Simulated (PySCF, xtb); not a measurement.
GeI₂, SMILES [I][Ge][I] (connectivity only; charge and spin as stated), charge +1, multiplicity 2.

Harmonic wavenumbers (cm⁻¹) from GFN2-xTB (xtb 6.7.1) at its own minimum, in rising order: 50, 208, 253.

### Question
What does PBE-D3(BJ)/def2-SVP in PySCF give at its own minimum? (The exact figures need the calculation; the answer reports its results.)

### Answer
62, 199, 270. Paired by order, the mean absolute difference is 13 cm⁻¹ and the zero-point energies are 0.7 and 0.8 kcal/mol.
